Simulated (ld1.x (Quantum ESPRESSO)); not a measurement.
Logarithmic derivatives: C (Z = 6), RRKJ

```
Element                 : carbon (C)
Generator               : ld1.x (Quantum ESPRESSO) 7.5
Type                    : norm-conserving RRKJ (Kleinman–Bylander form)
Functional              : PBE
Relativity              : scalar-relativistic
Frozen core             : [He]
Valence charge          : 4
Reference configuration : 2s2 2p2
Partial waves           : 2s (bound): rc 1.00 bohr; 2p (bound): rc 2.05 bohr; 3d channel at 0.05 Ry: rc 1.75 bohr
Local potential         : the d channel
Core correction         : a·sin(br)/r model core, default radius (core density twice the valence density)
rho0                    : 0.01
```

The phase is arctan(r·u′/u) with u = r·R(r), unwrapped; energies in Ry, scanned from -3 to 5 Ry. A pole is an energy at which the radial function vanishes at the test radius. The pseudo phase is shifted by a multiple of π to meet the all-electron one at the reference energy, and phase errors are pseudo minus all-electron; the curves can meet again beyond the range given. Levels narrower than the energy grid can be missing from the lists of poles.

For each channel, where are the poles, and over which energies does the pseudopotential scatter like the atom?

```csv
channel,radius (bohr),reference energy (Ry),"poles, all-electron","poles, pseudo",unbroken range about the reference energy with phases within 0.05 rad,phase error 1 Ry above the reference energy (rad)
s,2.26,-1.01,-0.33,-0.33,below 2.5,-0.001
p,2.26,-0.39,0.30,0.31,below 1.9,+0.006
d,2.26,0.05,4.21,4.22,the whole range,+0.000
```

Phases in the d channel:

| E (Ry) | all-electron | pseudo |
| --- | --- | --- |
| -3.00 | 1.341 | 1.341 |
| -2.76 | 1.333 | 1.333 |
| -2.52 | 1.325 | 1.325 |
| -2.28 | 1.316 | 1.316 |
| -2.04 | 1.306 | 1.306 |
| -1.80 | 1.294 | 1.294 |
| -1.56 | 1.281 | 1.281 |
| -1.32 | 1.266 | 1.266 |
| -1.08 | 1.249 | 1.249 |
| -0.84 | 1.229 | 1.229 |
| -0.60 | 1.205 | 1.205 |
| -0.36 | 1.176 | 1.176 |
| -0.12 | 1.139 | 1.139 |
| 0.12 | 1.094 | 1.094 |
| 0.36 | 1.033 | 1.033 |
| 0.60 | 0.951 | 0.951 |
| 0.84 | 0.833 | 0.833 |
| 1.08 | 0.656 | 0.657 |
| 1.32 | 0.384 | 0.384 |
| 1.56 | -0.009 | -0.007 |
| 1.80 | -0.447 | -0.445 |
| 2.04 | -0.799 | -0.797 |
| 2.28 | -1.034 | -1.032 |
| 2.52 | -1.188 | -1.186 |
| 2.76 | -1.293 | -1.291 |
| 3.00 | -1.369 | -1.367 |
| 3.24 | -1.426 | -1.425 |
| 3.48 | -1.472 | -1.470 |
| 3.72 | -1.509 | -1.508 |
| 3.96 | -1.542 | -1.540 |
| 4.20 | -1.570 | -1.568 |
| 4.44 | -1.596 | -1.594 |
| 4.68 | -1.621 | -1.618 |
| 4.92 | -1.645 | -1.642 |
